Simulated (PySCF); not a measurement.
ZnSb at PW91

Level: PW91. basis Zn def2-SVPD, Sb def2-SVPD with ECP28; scalar-relativistic core potentials; PySCF 2.14.

```
state                                            : ⁴Σ⁻ (quartet), unpaired electrons σ ↑, π ↑↑
bond length                                      : 2.764 Å
harmonic wavenumber                              : 133 cm⁻¹
force constant                                   : 0.438 mdyn/Å
rotational constant Be                           : 0.05276 cm⁻¹
anharmonicity ωexe                               : 0.913 cm⁻¹
vibration–rotation constant αe                   : 0.000394 cm⁻¹
well depth De to Zn + Sb                         : 57 kJ/mol
dissociation energy D0                           : 57 kJ/mol
bond order (Mayer)                               : 0.86
dipole moment (positive dipole means Zn(−)Sb(+)) : -0.24 D
```

These are scalar-relativistic numbers at best; spin–orbit coupling would shift them, the dissociation energy most. The state is the lowest determinant that a PBE0 search found; another state may lie lower at other levels.
